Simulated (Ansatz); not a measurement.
Geometry optimisation, RKS PBE-D4/cc-pVDZ (Ansatz).

input.yaml

```yaml
crystal:
  periodic: [false, false, false]
  atoms:
    - { symbol: B, position_ang: [0.0, 0.0, 0.0] }
    - { symbol: Cl, position_ang: [0.0, 0.0, 2.21] }
    - { symbol: C, position_ang: [1.3856, 0.0, -0.8] }
    - { symbol: H, position_ang: [1.7152, -1.0462, -0.9702] }
    - { symbol: H, position_ang: [1.2491, 0.508, -1.7774] }
    - { symbol: H, position_ang: [2.1552, 0.5381, -0.2082] }
    - { symbol: F, position_ang: [-1.1431, 0.0, -0.66] }
    - { symbol: P, position_ang: [0.0991, 2.0949, 0.6969] }
    - { symbol: H, position_ang: [0.6595, 2.1347, 2.001] }
    - { symbol: H, position_ang: [0.9104, 2.8515, -0.1895] }
    - { symbol: H, position_ang: [0.0608, 1.287, 1.8353] }
basis:
  gaussian: { orbitals: cc-pVDZ }
hamiltonian:
  xc: pbe
  dispersion: d4
relax:
  f_tol: 0.15
  max_steps: 25
  restrain:
    - { distance: [0, 7], at: 3.11, k: 30.0 }
    - { distance: [10, 1], at: 2.57, k: 30.0 }
    - { distance: [0, 1], at: 1.86, k: 30.0 }
    - { distance: [10, 7], at: 1.42, k: 30.0 }
```

Run as:

```bash
$ ansatz run input.yaml --threads 4 --pin off --max-ram 5120MiB --backend cpu --events-out ev --progress --plain --runs-dir out
```

Where does it end, and by what steps?

The forces met the threshold. The restraints hold the end off the free minimum; the threshold counts their pulls, which the force column leaves out. Restrained pairs: B1–P8 (2.21 → 3.12 Å), Cl2–H11 (1.34 → 2.57 Å), B1–Cl2 (2.21 → 1.84 Å), P8–H11 (1.40 → 1.43 Å). After 10 steps the energy has fallen by 5.541 eV (the restraints' own energy left out); Cl2 moved furthest, 1.27 Å.

```csv
step,energy less start (eV),largest force component (eV/Å),accepted
0,0.0000,6.140,yes
1,-0.6915,4.006,yes
2,-1.0513,4.431,yes
3,-1.8274,3.654,yes
4,-2.9106,2.702,yes
5,-4.0104,1.803,yes
6,-4.7010,1.507,yes
7,-5.2270,1.169,yes
8,-5.4510,1.080,yes
9,-5.5270,0.721,yes
10,-5.5413,0.732,yes
```

```xyz
11
Properties=species:S:1:pos:R:3
B 0.067 -0.229 0.080
Cl -0.008 -1.145 1.669
C 1.401 -0.116 -0.715
H 1.639 -1.131 -1.107
H 1.320 0.568 -1.581
H 2.253 0.182 -0.074
F -1.116 0.151 -0.427
P -0.176 2.742 1.003
H 0.828 3.284 1.892
H 0.781 2.643 -0.074
H 0.101 1.418 1.471
```

Time of the run: 20 s on 4 threads of Intel(R) Xeon(R) Platinum 8259CL CPU @ 2.50GHz (Skylake/Cascade Lake), with other jobs on the host, peak memory 0.21 GiB.
